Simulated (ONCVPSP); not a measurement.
## Tm: ONCV pseudisation with revPBE, scalar-relativistic reference atom.

Tm (Z = 69), optimised norm-conserving Vanderbilt (ONCV), made with ONCVPSP 4.0.1 (revPBE, scalar-relativistic). Core [Kr] 4d10, reference 4f13 5s2 5p6 6s1 (charge +1). Waves: 5s+6s: rc 2.20 bohr, ncon 3, nbas 8, qcut 5.8 1/bohr, 2 projectors; 5p: rc 2.10 bohr, ncon 5, nbas 9, qcut 7.4 1/bohr, 1 projector; d scattering state at 0.27 Ha: rc 2.05 bohr, ncon 3, nbas 6, qcut 4.6 1/bohr, 2 projectors, debl 3.7 Ha; 4f: rc 0.65 bohr, ncon 4, nbas 7, qcut 18.6 1/bohr, local. Local part: the f channel. Core correction: polynomial model core, fcfact 0.7.

In the d channel the program set the typed energies aside and used 0.050, 3.750 Ha.

All-electron outer shells of the reference configuration (revPBE, scalar-relativistic, ld1.x):

```json
{"shell": "5s", "level (eV)": "-60.07", "outermost node (bohr)": "0.59", "outermost maximum (bohr)": "1.10"}
{"shell": "5p", "level (eV)": "-33.58", "outermost node (bohr)": "0.63", "outermost maximum (bohr)": "1.26"}
{"shell": "4f", "level (eV)": "-9.68", "outermost node (bohr)": "–", "outermost maximum (bohr)": "0.50"}
{"shell": "6s", "level (eV)": "-9.03", "outermost node (bohr)": "1.48", "outermost maximum (bohr)": "3.13"}
```

Calculated quality:

```json
{
  "Cutoffs needed": "469 Ha and 632 Ha (the cutoffs (Ha) at which the residual kinetic energy of the hardest occupied pseudo-wave falls to 1 and 0.1 mHa per electron)",
  "Ghost test": "ghosts flagged at negative energy: s at -1360.3 eV, s at -136.6 eV, p at -835.4 eV, d at -148.3 eV; no localised positive-energy state flagged; a true bound ghost makes a file unfit for plane-wave use",
  "Configuration tests": "tests left out (the all-electron energies of this program are off by 10 to 40 meV for near-neutral 4f atoms)",
  "rms error of d²Exc/dni dnj": "5.69 mHa without and 2.12 mHa with the model core"
}
```

Generation and tests took about 5 s on one core of a shared server CPU.
